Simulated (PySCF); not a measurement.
# AsF⁻ from Hartree–Fock to correlated methods

State: ²Π (doublet), unpaired electrons π ↑. Set-up: basis As aug-cc-pVDZ-DK, F aug-cc-pVDZ-DK; spin-free X2C with a Gaussian nucleus; PySCF 2.14. De refers to As + F⁻ in their high-spin ground configurations, without counterpoise correction. The functionals are run spin-unrestricted. A positive dipole points towards F; it is taken about the centre of mass and depends on that origin.

| Level | Re (Å) | ωe (cm⁻¹) | De (eV) | μ (D) |
| --- | --- | --- | --- | --- |
| UHF | 1.846 | 551 | n/a | -0.82 |
| UHF-MP2 | 1.876 | 532 | 1.16 | n/a |
| UHF-SCS-MP2 | 1.880 | 525 | 1.23 | n/a |
| UHF-CCSD | 1.873 | 533 | n/a | n/a |
| UHF-CCSD(T) | 1.879 | 525 | n/a | n/a |
| PBE | 1.892 | 507 | 1.82 | -0.55 |
| r²SCAN | 1.868 | 530 | 1.77 | -0.46 |
| M06-L | 1.880 | 513 | n/a | -0.45 |
| B3LYP | 1.884 | 514 | 1.77 | -0.76 |
| PBE0 | 1.864 | 537 | 1.72 | -0.60 |
| MN15 | 1.853 | 547 | 1.70 | -0.57 |

(1) What does a quarter of exact exchange do here, going from PBE to PBE0?

(2) What does the step from GGA to meta-GGA do here, going from PBE to r²SCAN?

(3) What does second-order correlation do here, going from UHF to UHF-MP2?

Correlated steps freeze 10 core orbitals. Correlated levels converge slowly with the basis: in double zeta they bind strong bonds too weakly, by up to about 1 eV, and carry superposition errors of some tenths. Spin–orbit coupling is left out. For an ion De counts to the pair picked by the measured ionisation energies or electron affinities, which need not be the lowest pair at this level. The highest Kohn–Sham level is positive in this anion. Much of that is self-interaction error, but it also means that the finite basis helps to hold the extra electron. The state is the lowest determinant that a PBE0 search found; another state may lie lower at other levels.

The whole job (state search and all levels along the bond) took about 2.2 min on 1 thread of AMD EPYC 9R45 96-Core (shared host), peak memory 0.76 GiB.

Answers

(1) PBE0 less PBE: -2.8 pm in Re, +5.9 % in ωe, -0.10 eV in De. Exact exchange removes part of the self-interaction that spreads semilocal densities, and in most molecules shortens and stiffens the bond and lowers De; so it does here.

(2) r²SCAN less PBE: -2.4 pm in Re, +4.5 % in ωe, -0.05 eV in De. 

(3) UHF-MP2 less UHF: +3.0 pm in Re, -3.4 % in ωe. Correlation nearly always deepens the well. The bond lengthens, as in strong covalent bonds, where excitations into antibonding orbitals dominate.
